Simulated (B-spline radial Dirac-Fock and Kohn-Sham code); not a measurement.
# Photoemission from Nb at Cu Kα (8047.8 eV), detector at θ = 54.7°, φ = 180°

System: atomic niobium, configuration [Kr] 4d4 5s1. These are calculated numbers from a radial atomic solver; the model is Dirac-Hartree-Slater photoionisation with a Latter tail; cross sections with all multipoles, angular parameters from the dipole term and its interference with E2. Thresholds are tabulated edges, those marked * orbital energies of the model. For linearly polarised light dσ/dΩ = σ/(4π) [1 + β P₂(cos θ) + (δ + γ cos²θ) sin θ cos φ], with θ from the polarisation vector and φ the angle between the beam and the projection of the electron momentum on the plane normal to the polarisation. The dipole factor is 1 + βP₂ and the non-dipole term is the rest of the bracket. Open shells are filled statistically over j.

| subshell | threshold (eV) | σ (kb) | β | γ | δ | dipole factor | non-dipole term | dσ/dΩ (kb/sr) |
| --- | --- | --- | --- | --- | --- | --- | --- | --- |
| 2s | 2698.0 | 6.50 | 2.00 | 0.32 | 0.000 | 1.002 | -0.088 | 0.472 |
| 2p1/2 | 2465.0 | 4.26 | 1.29 | 1.22 | 0.089 | 1.001 | -0.406 | 0.202 |
| 2p3/2 | 2371.0 | 7.54 | 1.32 | 1.28 | 0.087 | 1.001 | -0.419 | 0.349 |
| 3s | 466.6 | 1.16 | 2.00 | 0.58 | 0.000 | 1.002 | -0.157 | 0.0778 |
| 3p1/2 | 376.1 | 0.630 | 1.22 | 1.29 | 0.085 | 1.001 | -0.422 | 0.0290 |
| 3p3/2 | 360.6 | 1.12 | 1.24 | 1.33 | 0.084 | 1.001 | -0.432 | 0.0507 |
| 3d3/2 | 205.0 | 0.115 | 0.64 | 1.31 | 0.325 | 1.001 | -0.623 | 0.00346 |
| 3d5/2 | 202.3 | 0.161 | 0.62 | 1.30 | 0.334 | 1.001 | -0.626 | 0.00480 |
| 4s | 62.67* | 0.192 | 2.00 | 0.62 | 0.000 | 1.002 | -0.169 | 0.0128 |
| 4p1/2 | 39.81* | 0.0873 | 1.20 | 1.30 | 0.085 | 1.001 | -0.423 | 0.00401 |
| 4p3/2 | 37.56* | 0.154 | 1.23 | 1.34 | 0.084 | 1.001 | -0.433 | 0.00697 |
| 4d3/2 | 5.31* | 0.00309 | 0.63 | 1.31 | 0.324 | 1.001 | -0.620 | 9.33e-05 |
| 4d5/2 | 5.12* | 0.00426 | 0.61 | 1.29 | 0.333 | 1.001 | -0.624 | 0.000128 |
| 5s | 5.51* | 0.00693 | 2.00 | 0.62 | 0.000 | 1.002 | -0.170 | 0.000458 |
